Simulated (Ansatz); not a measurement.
```xyz
13

O    -2.156    0.053   -0.652
Al   -1.113   -1.193   -0.115
C     0.770   -0.810   -0.358
C     1.160    0.652   -0.577
C     0.533    0.961    0.781
O     0.232   -0.438    1.071
H    -3.104   -0.004   -0.559
H    -1.659   -2.583    0.402
H     1.592   -1.515   -0.250
H     2.234    0.835   -0.612
H     0.685    1.141   -1.428
H    -0.384    1.552    0.753
H     1.208    1.347    1.545
```

Charge 0, multiplicity 1. The bonds changed during the relaxation, so this is another structure than the one it started from.

(1) List the PBE0/def2-TZVPP orbital energies in eV (Ansatz). (Best estimate.)

Answers

(1) Computed: Occupied: -1527.00, -523.74, -521.67, -279.95, -279.13, -278.49, -112.88, -72.96, -72.84, -72.82, -29.64, -26.72, -21.46, -19.41, -15.68, -14.75, -14.10, -13.24, -12.84, -11.15, -10.77, -9.98, -9.77, -9.14, -8.78, -8.39, -6.83. Lowest empty: 0.40, 0.65, 1.02, 1.43, 1.79, 2.19, 2.78, 3.11.
